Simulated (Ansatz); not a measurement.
CH5ClOSn (`[CH3][SnH]([OH])[Cl]`) at its PBE0-D4/def2-TZVP geometry, where that method's forces vanish. Total charge 0; spin multiplicity 1. Sn takes the def2 core potential.

```xyz
9

C     1.1372    0.9322    0.1333
Sn   -0.3473   -0.5661    0.2665
O    -1.8930    0.1610   -0.6887
Cl    0.3493   -2.4415   -0.9461
H     2.0678    0.5744    0.5718
H     1.2925    1.1635   -0.9197
H     0.8016    1.8263    0.6584
H    -0.8276   -1.1646    1.7901
H    -2.5805   -0.4852   -0.8656
```

Question: What forces (eV/Å) does B3LYP-D4/def2-TZVPP give on these atoms in Ansatz 0.2.0? (Estimate.)

Answer: Computed: 
```
C1   0.209  0.229 -0.027
Sn2  0.029 -0.052  0.289
O3  -0.230  0.122 -0.147
Cl4  0.098 -0.253 -0.166
H5  -0.055  0.027 -0.027
H6  -0.003 -0.008  0.068
H7   0.030 -0.049 -0.033
H8  -0.022 -0.018  0.068
H9  -0.056  0.003 -0.024
```

B3LYP here is the variant with VWN-RPA as its local correlation; programs differ in this.
